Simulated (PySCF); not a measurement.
Ag+: excitation energy

Ag+ [Kr] 4d10 (1S) → Ag+ [Kr] 4d9 5s1 (3D), as a difference of total energies. Computed with PySCF 2.14 in aug-cc-pVTZ-PP with ECP28MDF (6s6p5d3f2g, 88 functions), with a scalar-relativistic core potential. Correlated levels: valence: 4s2 4p6 frozen. The calculations carry no spin-orbit coupling.

Task: Order these methods by the excitation energy they give, lowest first.
A. r2SCAN
B. PBE
C. PBE0
D. MP2 (valence)

Result: A (36337 cm⁻¹), B (36681 cm⁻¹), C (37689 cm⁻¹), D (42619 cm⁻¹).

Errors of the correlated levels include the incompleteness of this basis and the frozen core.

For comparison: 40609 cm⁻¹ (measured; NIST levels, between the centres of gravity of the two terms).
